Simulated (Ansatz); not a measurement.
GeS2, relaxed as a singlet with RKS PBE0-D4/def2-TZVP in Ansatz, starting from the GFN1-xTB geometry. Force threshold 0.02 eV/Å.

The structure comes from a short search, and lower isomers may exist.

Start:

```xyz
3

Ge   -0.0002    0.0001    0.0005
S     1.8749    0.6895   -0.2412
S    -1.8747   -0.6896    0.2407
```

```tsv
step	energy (eV)	largest force component (eV/Å)	SCF passes
1	-78176.1534	0.359	15
2	-78176.1600	0.162	21
3	-78176.1616	0.001	22
```

Force components are those of the run's own axes.

End:

| atom | x (Å) | y (Å) | z (Å) |
| --- | --- | --- | --- |
| Ge1 | 0.000 | 0.000 | 0.000 |
| S2 | 1.859 | 0.684 | -0.239 |
| S3 | -1.859 | -0.684 | 0.239 |

By distances, no bond broke or formed. The bond that changes most is Ge1–S2, from 2.01 to 1.99 Å (atoms count from 1).

No frequencies were taken in this run, so the end may be a saddle point.

Run time 2.8 s (4 threads of Arm Neoverse V2 on a shared host).
